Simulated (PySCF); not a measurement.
SMILES c1(sccc1)Cc1sccc1, GFN2-xTB optimised geometry. Atoms within 1.6 Å of the plane z = 1.2 Å (x, y, z in Å): C1 (-0.21, -1.68, 0.00), C2 (1.14, -1.68, 0.00), S3 (1.79, -0.09, 0.00), C4 (0.19, 0.59, -0.01), C5 (0.00, 2.08, 0.05), C6 (0.01, 2.52, 1.48), C7 (1.08, 2.90, 2.23), S10 (-1.44, 2.50, 2.43), C11 (-0.76, -0.38, 0.00), H12 (-0.81, -2.58, 0.00), H13 (1.81, -2.52, 0.00), H16 (2.08, 2.98, 1.84), H19 (-1.81, -0.17, 0.00).

Computed with PBE/def2-SVP (PySCF). Cells within 0.4 Å of a nucleus heavier than hydrogen are left out (blank, or x).

Map of the log10 of the electron density (e/bohr³), floored at −4 on the plane z = 1.2 Å:

```
|0000000000000000111100000000000|
|0000000000111122222221100000000|
|0000000012233334444333210000000|
|0000001233444455555544432000000|
|0000002344555666666665543100000|
|0000013455666788877777654200000|
|0000023456677899988777654210000|
|000002355677789x998777654200000|
|000002345667789x997666543200000|
|0000023456667899987655432100000|
|0000012445566788876544332100000|
|0000002344555667665544432100000|
|0000001233445566665555543210000|
|0000000223445566666666654310000|
|0000001234455666666777665320000|
|0000001234556666666777765420000|
|0000001234566666556777665320000|
|0000000234556665556676654310000|
|0000000123456666556666554210000|
|0000000012345666666665543100000|
|0000000012345666666665432000000|
|0000000002345666666665431000000|
|0000000001345555555555421000000|
|0000000001234454445544321000000|
|0000000001233443333443320000000|
|0000000000122322222222210000000|
|0000000000011111111111000000000|
|0000000000000000000000000000000|
|0000000000000000000000000000000|
|0000000000000000000000000000000|
|0000000000000000000000000000000|
```
Scale: ten equal steps from -4.00 (start of '0') to -0.645 (end of '9'), in the order '0123456789'; x runs from -5.00 to 5.00, y from -5.00 (bottom) to 5.00 (top).
